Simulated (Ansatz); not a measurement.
`[F][Sn]([F])([SiH3])[SiH3]` + `[OH][Sc]([Cl])[Cl]` → `[SiH3][O][Sc]([Cl])[Cl]` + `[F][SnH]([F])[SiH3]`  (cleavage of the Si–Sn bond)

Computed with Ansatz on PBE0-D4/def2-TZVP structures; ΔE is electronic, products minus reactants. CCSD(T)/CBS is the MP2 limit (def2-TZVPP, def2-QZVPP) plus CCSD(T) − MP2 in def2-TZVPP, frozen cores. Functionals use def2-TZVPP. Elements past krypton have def2 core potentials. For Sc, Sn outer-core shells are correlated without core-valence functions, which leaves a few kJ/mol of doubt a bond. Scalar relativity is left out up to krypton. Each species was taken in one conformer, which may not be the lowest.

```json
{"level": "LDA (SPW92)", "ΔE (kJ/mol)": "-52.3", "difference from CCSD(T)/CBS": "23.1"}
{"level": "PBE-D4", "ΔE (kJ/mol)": "-50.4", "difference from CCSD(T)/CBS": "25.0"}
{"level": "PBE0-D4", "ΔE (kJ/mol)": "-59.0", "difference from CCSD(T)/CBS": "16.4"}
{"level": "CAM-B3LYP-D4", "ΔE (kJ/mol)": "-77.6", "difference from CCSD(T)/CBS": "-2.2"}
{"level": "ωB97X-V", "ΔE (kJ/mol)": "-72.7", "difference from CCSD(T)/CBS": "2.7"}
{"level": "PBE-QIDH", "ΔE (kJ/mol)": "-72.3", "difference from CCSD(T)/CBS": "3.1"}
{"level": "PBE", "ΔE (kJ/mol)": "-51.4", "difference from CCSD(T)/CBS": "24.0"}
{"level": "r2SCAN", "ΔE (kJ/mol)": "-68.9", "difference from CCSD(T)/CBS": "6.5"}
{"level": "PBE0", "ΔE (kJ/mol)": "-60.0", "difference from CCSD(T)/CBS": "15.4"}
{"level": "BHLYP", "ΔE (kJ/mol)": "-83.6", "difference from CCSD(T)/CBS": "-8.2"}
{"level": "CAM-B3LYP", "ΔE (kJ/mol)": "-78.7", "difference from CCSD(T)/CBS": "-3.3"}
{"level": "RPA@PBE/def2-TZVPP", "ΔE (kJ/mol)": "-80.1", "difference from CCSD(T)/CBS": "-4.7"}
{"level": "CCSD(T)/def2-SVP", "ΔE (kJ/mol)": "-74.2", "difference from CCSD(T)/CBS": "1.2"}
{"level": "CCSD(T)/def2-TZVPP", "ΔE (kJ/mol)": "-77.9", "difference from CCSD(T)/CBS": "-2.5"}
{"level": "MP2/def2-QZVPP", "ΔE (kJ/mol)": "-78.9", "difference from CCSD(T)/CBS": "-3.5"}
{"level": "CCSD/CBS(def2)", "ΔE (kJ/mol)": "-78.3", "difference from CCSD(T)/CBS": "-2.9"}
{"level": "CCSD(T)/CBS", "ΔE (kJ/mol)": "-75.4", "difference from CCSD(T)/CBS": "0"}
```

Largest T1 diagnostic among the species: 0.015.

From PBE to PBE0 (25 % exact exchange), in def2-TZVPP and without D4, ΔE moves by −8.6 kJ/mol. In def2-TZVPP, CCSD(T) changes the Hartree–Fock value by +22.7 kJ/mol (the triples alone add +2.9 kJ/mol) and MP2 by +21.3 kJ/mol.

CCSD(T)/CBS has its own doubt, a few kJ/mol and more with outer-core shells, so smaller differences from it don't rank the levels.
